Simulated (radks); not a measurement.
Tm XXVIII, configuration [Kr] 4d6.

Calculated with a radial shooting solver on a logarithmic mesh with Libxc functionals: scalar-relativistic Kohn-Sham, exchange-only LDA, spin-polarised, spherical densities, point nucleus; open shells are filled with parallel spins first (spin-orbit coupling, left out, can overturn this in heavy ions).

Energy parts (eV):
total: -359433.62
kinetic: 391622.40
electron-nucleus: -843142.40
Hartree: 98486.51
exchange: -6400.14

Orbitals (lengths in bohr, moments of r in powers of bohr; r(max) is where P^2 peaks):
orbital	occ.	eigenvalue (eV)	<1/r>	r(max)	<r^2>	<r>
1s up	1	-60163.17	79.04	0.01262	0.0005491	0.02002
1s down	1	-60163.03	79.04	0.01262	0.0005491	0.02002
2s up	1	-10926.99	18.41	0.07195	0.008525	0.08493
2s down	1	-10923.45	18.41	0.07194	0.008524	0.08493
2p up	3	-9759.363	16.96	0.05857	0.006951	0.07545
2p down	3	-9756.421	16.96	0.05856	0.006949	0.07544
3s up	1	-3166.890	6.828	0.2031	0.05536	0.2202
3s down	1	-3164.426	6.831	0.2031	0.05530	0.2201
3p up	3	-2813.290	6.375	0.1998	0.05562	0.2192
3p down	3	-2810.682	6.378	0.1998	0.05553	0.2190
3d up	5	-2379.878	6.041	0.1627	0.04608	0.1984
3d down	5	-2376.592	6.042	0.1628	0.04603	0.1983
4s up	1	-1279.673	3.126	0.4479	0.2419	0.4640
4s down	1	-1270.761	3.124	0.4476	0.2421	0.4641
4p up	3	-1153.194	2.923	0.4624	0.2607	0.4803
4p down	3	-1144.389	2.920	0.4622	0.2612	0.4807
4d up	5	-989.4117	2.714	0.4622	0.2718	0.4877
4d down	1	-980.6632	2.711	0.4621	0.2726	0.4883
4f up	0	-814.7026	2.466	0.4013	0.2519	0.4702
4f down	0	-806.8357	2.469	0.3998	0.2521	0.4701
5s up	0	-677.9180	1.713	0.8425	0.7750	0.8337
5s down	0	-673.4402	1.705	0.8450	0.7810	0.8370
5p up	0	-624.1383	1.618	0.8817	0.8476	0.8703
5p down	0	-620.0105	1.609	0.8847	0.8549	0.8741
5d up	0	-553.0214	1.511	0.9239	0.9343	0.9101
5d down	0	-549.2533	1.502	0.9279	0.9439	0.9148

The highest occupied level is 4d down at -980.66 eV. Spin moment in Bohr magnetons: 4. For comparison, the ionisation energy in NIST's Atomic Spectra Database is 1004 eV (theoretical). In exact Kohn-Sham theory the highest level is minus the ionisation energy, but local and semilocal functionals leave it too shallow, through self-interaction and a potential that decays too fast; potentials with the right tail come closer. The density falls to 0.001 e/bohr^3 at r = 1.29 bohr.
